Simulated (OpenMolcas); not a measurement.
A run on Ni2+ among 6 point charges of -1.76 e arranged as a trigonal prism (D3h), 1.73 Å from the ion, with a polar angle of 47.6° against the regular 49.1°.

```yaml
Program: OpenMolcas
Method: "SS-CASPT2, IPEA 0.25 Eh, imaginary shift 0.1 Eh (closed shells correlated: 3s 3p)"
Basis: ANO-RCC-VDZP [5s4p2d1f]
Scalar_Hamiltonian: DKH2, point nucleus
Active_space: 8 electrons in 5 orbitals (3d)
State_averaging: 2S+1 = 3 even, 10 roots; 2S+1 = 1 even, 15 roots
Spin-orbit_coupling: RASSI with atomic mean-field integrals over the reference wave functions
```

First CASPT2 step and the start of its output:

```
&CASPT2
Multistate=10 1 2 3 4 5 6 7 8 9 10
NoMult
Frozen=5
IPEA=0.25
Imaginary=0.1
MaxIter=60
WThr=0.0 0.3 0.05
PrWF=0.5
NoMix
```

```
--- CASPT2 ---
Orbital specifications:
      -----------------------

      Symmetry species                           1
                                                 a
      Frozen orbitals                            5
      Inactive orbitals                          4
      Active orbitals                            5
      Secondary orbitals                        20
      Deleted orbitals                           0
      Number of basis functions                 34
Type of calculation                        SS-CASPT2
      Fock operator                              state-specific
      IPEA shift                                 0.25
      Real shift                                 0.00
      Imaginary shift                            0.10
      The input orbitals will be transformed to quasi-canonical
Reference energy:       -1525.1698953226
      E2 (Non-variational):      -0.3391363934
      Shift correction:          -0.0001098892
      E2 (Variational):          -0.3392462827
      Total energy:           -1525.5091416052
      Residual norm:              0.0000008667
      Reference weight:           0.95394
      Contributions to the CASPT2 correlation energy
      Active & Virtual Only:         -0.1195463302
      One Inactive Excited:          -0.1507273079
      Two Inactive Excited:          -0.0688627553
Reference energy:       -1525.1615243462
      E2 (Non-variational):      -0.3487045614
      Shift correction:          -0.0001311050
      E2 (Variational):          -0.3488356663
      Total energy:           -1525.5103600125
      Residual norm:              0.0000005034
      Reference weight:           0.95086
      Contributions to the CASPT2 correlation energy
      Active & Virtual Only:         -0.1272079652
...
```

Over all roots the printed reference weights run from 0.67 to 0.95, and roots that are degenerate in the reference spread by up to 59 cm-1.

Question: Did the run give usable levels, and if not, why?

Answer: No. The equations converged, but the reference weight falls to 0.67 for at least one root against 0.95 for the best. A drop of that size marks an intruder state, so the energies of such roots and the levels built on them can't be trusted.
